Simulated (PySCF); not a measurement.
H$_{12}$CuN$_{4}$, charge +2, doublet (typed; the unrestricted solution is spin-contaminated), at a GFN2-xTB geometry (such geometries of metal compounds can be far from the true shape). Base run: B3LYP/STO-3G (PySCF).

The PySCF input:
```python
from pyscf import gto, scf, dft

mol = gto.M(
    atom='''
Cu    0.000000    0.000000   -0.000000
N    -1.218799    1.650811    0.205364
H    -0.751043    2.408505    0.703911
H    -2.058198    1.434883    0.744167
H    -1.525194    2.026088   -0.693207
N    -1.651652   -1.219779   -0.192370
H    -2.411489   -0.754443   -0.689919
H    -2.023061   -1.521819    0.709277
H    -1.438022   -2.061778   -0.728023
N     1.220628   -1.650701    0.195129
H     1.518802   -2.026473   -0.705997
H     0.757448   -2.408120    0.698345
H     2.064915   -1.434479    0.726121
N     1.649823    1.219669   -0.208123
H     1.431305    2.061374   -0.742265
H     2.405084    0.754057   -0.712337
H     2.029453    1.522204    0.689927
''',
    basis='sto-3g',
    charge=2,
    spin=1,
    verbose=4,
)

mf = dft.UKS(mol)
mf.xc = 'b3lyp'
mf.kernel()
```

Variants of this job, named by their change:

| change | ΔE vs base (mEh) | SCF cycles | <S^2> | outcome |
|---|---|---|---|---|
| base | 0.000 | 36 | 1.840 | converged |
| conv_tol = 1e-4 | 0.231 | 26 | 1.842 | converged |
| level_shift = 0.5 (with mf.max_cycle = 100) | - | 100 | - | not converged |
| diis = off (with mf.max_cycle = 100) | - | 100 | - | not converged |
| level_shift = 0.1 (with mf.max_cycle = 100) | - | 100 | - | not converged |
| diis_space = 20 | 0.000 | 38 | 1.840 | converged |
| init_guess = huckel | - | 50 | - | not converged |

Open shells are given as the SCF converged; they aren't shown to be the lowest states, and a large step between rows can be another state.
